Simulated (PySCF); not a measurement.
Computed shifts of a molecule C₂H₇NSi₂, B3LYP/pcSseg-1 (PySCF), GIAO, gas phase, atoms alike by connectivity averaged where their shifts nearly agree, in ppm (number of nuclei): ¹⁵N: 26.5 (1). ²⁹Si: -19.8 (1), -37.7 (1). ¹³C: 184.1 (1), 169.6 (1). ¹H: 7.79 (1), 7.73 (1), 5.37 (1), 5.05 (1), 4.86 (1), 1.28 (1), 0.76 (1). References: ¹⁵N against NH3 (σ = 265.5 ppm); ²⁹Si against TMS (σ = 338.7 ppm); ¹³C against TMS (σ = 181.3 ppm); ¹H against TMS (σ = 31.68 ppm), references at their B3LYP-D3(BJ)/def2-TZVP geometries, non-relativistic. Geometry optimised at PBE0-D3(BJ)/def2-SVP. Other conformers were not sampled.

**Question.** Which structure fits?
(A) [SiH3]C1=NC[SiH2]1
(B) N[Si@@H]1C=C[SiH2]1
(C) C[Si@@H]1C=N[SiH2]1
(D) C#C[SiH2][SiH2]N

**Answer.** B, N[Si@@H]1C=C[SiH2]1
